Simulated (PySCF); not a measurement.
Ionisation energy of Zn⁺ by level of theory

Zn⁺ [Ar] 3d10 4s1 (2S) → Zn²⁺ [Ar] 3d10 (1S), as a difference of total energies. Calculation: PySCF 2.14, in aug-cc-pVTZ-DK (8s7p5d3f2g, 93 functions); the spin-free X2C one-electron Hamiltonian (Gaussian nucleus). Correlated levels: valence: [Ar] frozen. The calculations carry no spin-orbit coupling.

Q: Order these methods by the ionisation energy they give, lowest first.
A. MP2 (valence)
B. UHF
C. SCS-MP2 (valence)
D. CCSD (valence)

A: B (16.856 eV), C (17.732 eV), D (17.789 eV), A (17.899 eV).

Errors of the correlated levels include the incompleteness of this basis and the frozen core.

For comparison: 17.964 eV (measured; NIST Atomic Spectra Database, ionization energies).
